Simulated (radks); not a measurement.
The numbers below are computed, except where a source is named.
All-electron atom: Ta4+ in [Xe] 4f14 5d1 (the NIST ground configuration). Level of theory: scalar-relativistic Kohn-Sham, LB94 model potential, spin-polarised, spherical densities, finite nucleus; open shells are filled with parallel spins first (spin-orbit coupling, left out, can overturn this in heavy ions); Fermi nuclear charge, rms radius 5.3507 fm (a radial shooting solver on a logarithmic mesh with Libxc functionals).

Normalised radial functions P(r) = r R(r), r in bohr:

```
   r/bohr * 5s down, o 5p down, + 5d up (the largest magnitude, 1.14, reaches the edge; | marks zero, & curves that meet)
 0.003336                             &  *
 0.004413                             &   *
 0.005886                             +o  *
 0.007851                             +o  *
  0.01047                             + o *
  0.01385                             +  &
  0.01848                             + * o
  0.02465                            *|+   o
  0.03287                         *   |+    o
  0.04349                      *      | +   o
  0.05801                      *      |  +o
  0.07737                          *  |o   +
   0.1032                        o    |   * +
   0.1365                     o       |     +   *
   0.1821                      o      |  +    *
   0.2429                          +* |o
    0.324                *    +       |          o
   0.4286                 *  +        |           o
   0.5717                         +   |o  *
   0.7625              o              |     +              *
    1.017     o                       |              +           *
    1.346       o                     |                   &
    1.795               o             |         *        +
    2.394                       o     |  *        +
    3.193                            o*     +
    4.224                             & +
    5.634                             &
```

5s down: eigenvalue -124.35 eV, 4 radial nodes at r = 0.0222, 0.0886, 0.230, 0.542 bohr, <r> = 1.09 bohr, 90 % of the charge inside 1.56 bohr. 5p down: eigenvalue -89.706 eV, 3 radial nodes at r = 0.0802, 0.233, 0.583 bohr, <r> = 1.26 bohr, 90 % of the charge inside 1.83 bohr. 5d up: eigenvalue -49.749 eV, 2 radial nodes at r = 0.215, 0.645 bohr, <r> = 1.71 bohr, 90 % of the charge inside 2.54 bohr.
